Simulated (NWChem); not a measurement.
Molecule: C3H5Br; SMILES BrC1CC1

This build's default masses of Se (78.918 u) and Br (79.917 u) are each other's, which moves their modes by up to 0.6 %.

Problem. Give the equilibrium geometry at PBE0/def2-SVP (NWChem) as a list of bonds and angles, with the point group.

Solution. point group Cs; any orientation.
Bonded distances (Å): Br1–C2 1.913, C2–C3 1.492, C2–C4 1.492, C2–H5 1.092, C3–C4 1.504, C3–H6 1.094, C3–H7 1.093, C4–H8 1.094, C4–H9 1.093. Bond angles (°): Br1–C2–C3 119.9, Br1–C2–C4 119.9, Br1–C2–H5 110.4, C3–C2–C4 60.6, C3–C2–H5 119.1, C4–C2–H5 119.1, C2–C3–C4 59.7, C2–C3–H6 117.5, C2–C3–H7 117.5, C4–C3–H6 119.3, C4–C3–H7 117.5, H6–C3–H7 114.5, C2–C4–C3 59.7, C2–C4–H8 117.5, C2–C4–H9 117.5, C3–C4–H8 119.3, C3–C4–H9 117.5, H8–C4–H9 114.5.
